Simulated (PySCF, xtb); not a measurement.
Al(H)(F)(NMe2) (C₂H₇AlFN), SMILES C[N](C)[AlH][F].

GFN2-xTB run with xtb 6.7.1 at its own geometry gives an orbital gap of 3.27 eV and a dipole moment of 2.12 D.

Geometry: PBE-D3(BJ)/def2-SVP. One conformer was computed; it need not be the lowest.

What does B3LYP/def2-TZVP in PySCF give? (Estimate from the structure and the level; the computed values follow.)

gap 5.78 eV (levels -6.39 and -0.62 eV), dipole 1.94 D.
